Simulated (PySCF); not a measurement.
**Single point on SrCd**

State: ¹Σ⁺ (singlet), closed shell.

An equivalent input (the run itself took its basis sets from the Basis Set Exchange, started from a PBE0 density and held the occupation σ 7α 7β, πx 3α 3β, πy 3α 3β, δx 1α 1β, δy 1α 1β):

```python
from pyscf import gto, dft
mol = gto.M(atom='Sr 0 0 0; Cd 0 0 4.028', basis={'Sr': 'def2-SVPD', 'Cd': 'def2-SVPD'}, ecp={'Sr': 'def2-SVPD', 'Cd': 'def2-SVPD'},
            charge=0, spin=0, verbose=4, symmetry='C2v')
mf = dft.UKS(mol, xc='B88,P86')
mf.grids.atom_grid = (80, 434)
mf.grids.prune = dft.gen_grid.treutler_prune
mf.irrep_nelec = {'A1': (8, 8), 'A2': (1, 1), 'B1': (3, 3), 'B2': (3, 3)}
mf.conv_tol = 1e-9
mf.max_cycle = 60
mf.diis_space = 10
mf.kernel()
```

The log (some set-up lines and the per-cycle HOMO/LUMO lines removed):

```
******** <class 'pyscf.dft.uks_symm.SymAdaptedUKS'> ********
method = SymAdaptedUKS
damping factor = 0
level_shift factor = 0
DIIS = <class 'pyscf.scf.diis.CDIIS'>
diis_start_cycle = 1
diis_space = 10
diis_damp = 0
SCF conv_tol = 1e-09
SCF conv_tol_grad = None
SCF max_cycles = 60
number electrons alpha = 15  beta = 15
Set gradient conv threshold to 3.16228e-05
init E= -198.577109625137
cycle= 1 E= -198.578290478195  delta_E= -0.00118  |g|= 0.0368  |ddm|= 0.223
cycle= 2 E= -198.577996184814  delta_E= 0.000294  |g|= 0.0455  |ddm|= 0.0966
cycle= 3 E= -198.578803190197  delta_E= -0.000807  |g|= 0.00186  |ddm|= 0.057
cycle= 4 E= -198.578808757872  delta_E= -5.57e-06  |g|= 0.000611  |ddm|= 0.00822
cycle= 5 E= -198.578809035733  delta_E= -2.78e-07  |g|= 7.38e-05  |ddm|= 0.0013
cycle= 6 E= -198.578809037231  delta_E= -1.5e-09  |g|= 6.46e-05  |ddm|= 0.000338
cycle= 7 E= -198.578809042027  delta_E= -4.8e-09  |g|= 7.31e-06  |ddm|= 0.000211
cycle= 8 E= -198.578809042097  delta_E= -7.04e-11  |g|= 4.1e-07  |ddm|= 3.23e-05
Extra cycle  E= -198.578809042097  delta_E= 2.27e-13  |g|= 6.13e-07  |ddm|= 4.78e-06
converged SCF energy = -198.578809042097  <S^2> = -1.0658141e-14  2S+1 = 1
```

Repeating this along the bond gives Re = 3.917 Å and ωe = 43.1 cm⁻¹.

A point of this curve took 0.42 CPU seconds beside 0.21 for the integrals, on Arm Neoverse V2 (shared host).

Closed-shell solutions of metal pairs were not tested for spin polarisation, which can lower them a little.
